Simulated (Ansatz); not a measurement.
Gas-phase electronic energies from Ansatz, PBE0-D4/def2-TZVP geometries. CCSD(T)/CBS adds triple-zeta CCSD(T) − MP2 to the extrapolated MP2 energy (def2 sets, frozen cores). For Se outer-core shells are correlated without core-valence functions, which leaves a few kJ/mol of doubt a bond. Scalar relativity is left out up to krypton. One conformer a species, not always the lowest.

Consider the cleavage of the B–B bond: `COBB(F)Cl` + `C[SeH]` → `C[Se]B(F)Cl` + `BOC`.

`COBB(F)Cl`:

Cartesian coordinates in Å:
```
C 0.543 -0.156 1.736
O 0.609 0.063 0.339
B -0.483 0.087 -0.438
B -0.290 0.313 -2.114
F -0.274 1.495 -2.702
Cl -0.153 -1.090 -3.174
H 1.121 -1.050 1.978
H -0.491 -0.285 2.065
H 0.988 0.700 2.246
H -1.569 -0.077 0.064
```

`C[SeH]`:

Cartesian coordinates in Å:
```
C 0.254 0.278 0.396
Se 0.076 -0.500 -1.382
H -0.521 1.021 0.567
H 1.229 0.762 0.414
H 0.223 -0.498 1.157
H -1.260 -1.064 -1.152
```

`C[Se]B(F)Cl`:

```xyz
8

C    -0.974   -0.131   -0.897
Se    0.350    1.215   -0.417
B     1.238    0.323    1.042
F     2.230    0.952    1.642
Cl    0.803   -1.276    1.616
H    -1.541    0.284   -1.728
H    -0.475   -1.047   -1.205
H    -1.632   -0.320   -0.053
```

`BOC`:

Z-matrix (Å, degrees):
```
C
O 1 1.413
H 1 1.092 2 108.8
H 1 1.092 2 108.9 3 118.3
H 1 1.094 2 111.3 3 -120.8
B 2 1.339 1 122.3 3 121.0
H 6 1.196 2 116.9 1 180.0
H 6 1.204 2 120.2 1 0.0
```

```json
{"level": "HF/def2-SVP", "ΔE (kcal/mol)": "-18.1"}
{"level": "HF/def2-TZVPP", "ΔE (kcal/mol)": "-17.8"}
{"level": "MP2/def2-TZVPP", "ΔE (kcal/mol)": "-23.2"}
{"level": "CCSD/CBS(def2)", "ΔE (kcal/mol)": "-20.2"}
```

Task: What does CCSD(T)/CBS give? (An estimate is asked.)

Result: Ansatz gave: -20.9 kcal/mol. The listed levels differ from it by 2.8, 3.1, -2.3, 0.7 kcal/mol.

Largest T1 diagnostic among the species: 0.014.

The D4 term adds −1.5 kcal/mol with B3LYP and −0.7 kcal/mol with PBE0; it sums over pairs of atoms, weighted by their polarisabilities, and B3LYP, whose exchange is more repulsive, gets the larger term. In def2-TZVPP, CCSD(T) changes the Hartree–Fock value by −2.7 kcal/mol (the triples alone add −0.8 kcal/mol) and MP2 by −5.5 kcal/mol.

B3LYP here is the variant with VWN-RPA as its local correlation; programs differ in this.
